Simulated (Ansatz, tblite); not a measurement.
Forces on the cluster As4P at its B3LYP-D4/def2-SVP geometry. The state is a doublet with charge 0.

The xTB rows come from tblite. The structure comes from a short search, and lower isomers may exist.

GFN1-xTB (tblite), largest force 1.27 eV/Å:

```xyz
5
positions Å, forces eV/Å
P     1.439    0.393    0.709   -1.175   -0.329   -0.088
As   -0.630   -0.203    1.604    0.824    0.246   -0.866
As   -0.762   -0.184   -1.908    0.403    0.099    0.903
As    0.415   -1.565   -0.228   -0.370    1.216    0.045
As   -0.463    1.558   -0.178    0.318   -1.231    0.006
```

GFN2-xTB (tblite), largest force 1.25 eV/Å:

```
P -1.200 -0.337 -0.004
As 0.875 0.257 -0.690
As 0.223 0.056 0.416
As -0.163 0.773 0.152
As 0.265 -0.749 0.127
```

BLYP-D4/def2-TZVP (Ansatz), largest force 0.39 eV/Å:

```
P 0.202 0.056 0.075
As -0.158 -0.050 0.352
As -0.120 -0.029 -0.281
As 0.133 -0.328 -0.079
As -0.058 0.351 -0.068
```
